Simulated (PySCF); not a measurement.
# How methods differ on the electron affinity of Br

Br⁻ [Kr] (1S) → Br [Ar] 3d10 4s2 4p5 (2P), as a difference of total energies. Calculation: PySCF 2.14, in x2c-TZVPPall with one added diffuse shell each of s, p, d type (7s6p5d1f, 57 functions); the spin-free X2C one-electron Hamiltonian (Gaussian nucleus). Correlated levels: valence and next inner shell: [Ne] frozen. The calculations carry no spin-orbit coupling.

```csv
method,electron affinity (eV)
UHF,2.356
MP2 (valence and next inner shell),3.402
SCS-MP2 (valence and next inner shell),3.307
CCSD (valence and next inner shell),3.237
CCSD(T) (valence and next inner shell),3.308
```

**Question.** How much does correlation contribute at CCSD(T) (valence and next inner shell)?

**Answer.** 3.308 − (2.356) = 0.952 eV, measured against UHF.

A first-order spin-orbit estimate (lowest level to lowest level, LS coupling) adds -0.148 eV.

Errors of the correlated levels include the incompleteness of this basis and the frozen core.

For comparison: 3.364 eV (measured; photodetachment measurements, as compiled on the Wikipedia data page of electron affinities).
